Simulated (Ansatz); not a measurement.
CH8GeO2Si can be A, `CO[SiH2][O][GeH3]`, or B, `C[SiH](O)[GeH2][OH]`.

Computed with Ansatz on PBE0-D4/def2-TZVP structures; ΔE is electronic, products minus reactants. CBS: MP2 limit from def2 TZ/QZ plus the TZ coupled-cluster correction, frozen cores. Functionals use def2-TZVPP. B3LYP here is the variant with VWN-RPA as its local correlation; programs differ in this. For Ge outer-core shells are correlated without core-valence functions, which leaves a few kJ/mol of doubt a bond. Scalar relativity is left out up to krypton. One conformer a species, not always the lowest.

(1) Which isomer does CCSD(T)/CBS put lower? Give the gap. (Best estimate.)

(2) Give E(B) − E(A) in kJ/mol with CCSD/def2-TZVPP, B3LYP-D4, PBE-D4, r2SCAN-D4, ωB97M-V, CCSD(T)/def2-TZVPP, HF/def2-TZVPP. (Best estimate.)

Largest T1 diagnostic: 0.012.

## Answers

(1) Ansatz gave: A, by 17.6 kJ/mol.

(2) The calculation gave: CCSD/def2-TZVPP 27.4, B3LYP-D4 23.0, PBE-D4 -4.2, r2SCAN-D4 13.8, ωB97M-V 20.5, CCSD(T)/def2-TZVPP 23.4, HF/def2-TZVPP 61.4. The order is the other way round with PBE-D4.

From PBE to PBE0 (25 % exact exchange), in def2-TZVPP and without D4, E(B) − E(A) moves by +8.9 kJ/mol. In def2-TZVPP, CCSD(T) changes the Hartree–Fock value by −38.0 kJ/mol (the triples alone add −4.0 kJ/mol) and MP2 by −40.8 kJ/mol.
